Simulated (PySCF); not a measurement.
SMILES [Si](C)(C)(O)O[SiH2]OB(O)O (GFN2-xTB optimised geometry):

```
21

Si    -0.253    -0.796     0.000
C     -0.974    -1.790    -1.449
C     -0.779     1.023     0.000
O      1.376    -0.796     0.000
O     -0.740    -1.519     1.386
Si    -1.807    -2.471     2.123
O     -1.492    -2.219     3.688
B     -1.951    -2.658     4.872
O     -2.933    -3.593     4.925
O     -1.438    -2.174     6.037
H     -0.636    -1.409    -2.408
H     -2.059    -1.759    -1.444
H     -0.683    -2.835    -1.388
H     -0.438     1.525     0.900
H     -0.361     1.549    -0.851
H     -1.859     1.121    -0.045
H      1.859    -1.549     0.332
H     -3.168    -2.044     1.809
H     -1.516    -3.859     1.770
H     -3.182    -3.832     5.819
H     -0.753    -1.517     5.921
```

Level of theory: B3LYP/def2-SVP (PySCF).

**Question.** What are the frontier orbital energies and the dipole moment?

**Answer.** HOMO-2 -8.69 eV, HOMO-1 -8.25 eV, HOMO -7.64 eV, LUMO 0.87 eV, LUMO+1 1.18 eV; dipole moment 0.60 D.

On the same geometry PBE/def2-SVP in PySCF gives HOMO-2 -7.20 eV, HOMO-1 -6.96 eV, HOMO -6.43 eV, LUMO 0.29 eV, LUMO+1 0.63 eV; dipole moment 0.61 D.

Meta-Löwdin charges at B3LYP/def2-SVP: Si1 1.28, C2 -0.57, C3 -0.56, O4 -0.71, O5 -0.81, Si6 1.12, O7 -0.61, B8 0.54, O9 -0.50, O10 -0.51, H11 0.11, H12 0.11, H13 0.11, H14 0.11, H15 0.11, H16 0.11, H17 0.33, H18 -0.15, H19 -0.15, H20 0.33, H21 0.33.
